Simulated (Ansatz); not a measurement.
Basis-set extrapolation for CH$_{7}$AlBNSi, SMILES `B/C=[N]\[AlH][SiH3]` (PBE0-D4/def2-TZVP geometry, frozen core, Ansatz). Multiplicity 1, RHF reference.

|  | def2-TZVPP | def2-QZVPP |
| --- | --- | --- |
| HF | -651.951859 | -651.973481 |
| MP2 correlation | -0.680819 | -0.725739 |
| CCSD(T) correlation | -0.767135 | not run |

Energies in hartree. Use E(X) = E(∞) + A·exp(−7.88·√X) for Hartree–Fock and E(X) = E(∞) + B·X^(−2.97) for correlation, with X = 3 and 4, and add CCSD(T) minus MP2 of the smaller set to the MP2 limit.

Question: What is the CCSD(T) energy at the basis-set limit?

Answer: HF limit: -651.973481 + (-0.021622) × 0.13774 = -651.97646. MP2 limit: -0.725739 + (-0.044920) × 0.74074 = -0.75901. Higher-order term: -0.767135 − (-0.680819) = -0.08632. Total: -652.82179 hartree, 2.80 eV below CCSD(T)/def2-TZVPP.
